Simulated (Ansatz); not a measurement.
```xyz
4

C     0.0000    0.0000    0.0000
H     1.1776    0.0000    0.0000
H    -0.5888    1.0198    0.0000
H    -0.5888   -1.0198    0.0000
```

Basis set: def2-TZVP (spherical functions). Left uncorrelated: 1 orbital. Charge 0, multiplicity 2.

Computed with Ansatz (development build ahead of 0.2.0); each method stands on the lowest determinant of its kind that the runs found.

The atomization energy at this shape (free ground-state atoms in the same class of orbitals less the molecule, no zero-point energy) of doublet CH3:

```csv
method,atomization energy
UHF,9.96 eV
```

(1) What does UHF-MP2 give?

## Answers

(1) 12.30 eV. Caution: the shape is not the minimum.
